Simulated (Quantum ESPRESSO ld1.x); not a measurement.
Problem. W31+, configuration [Kr] 4d7. Calculated with ld1.x of Quantum ESPRESSO 7.5: scalar-relativistic Kohn-Sham, LDA (Slater exchange, VWN5 correlation), spin-polarised, spherical densities, point nucleus; open shells are filled with parallel spins first. Some entries of the table are withheld. Estimate them.

orbital  occ.  eigenvalue (hartree)  r(max) (bohr)  <1/r> (bohr^-1)
1s up       1              -2594.69          0.011            87.05
1s down     1              -2594.69          0.011            87.05
2s up       1              -483.619          0.066            20.35
2s down     1              -483.512          0.066            20.35
2p up       3              -428.454          0.054            18.44
2p down     3              -428.364          0.054            18.44
3s up       1              -144.180          0.185            7.575
3s down     1              -144.108          0.185            7.577
3p up       3              -127.830          0.183            7.002
3p down     3              -127.754          0.183            7.004
3d up       5              -109.185          0.149            6.613
3d down     5              -109.088          0.149            6.614
4s up       1              -59.5596            (1)            3.499
4s down     1              -59.3187            (2)            3.497
4p up       3              -53.6946          0.418            3.253
4p down     3              -53.4576          0.418            3.251
4d up       5              -46.5400          0.418            3.027
4d down     2              -46.3037          0.418            3.025

Solution. 
(1) 4s up r(max) (bohr): 0.405
(2) 4s down r(max) (bohr): 0.405
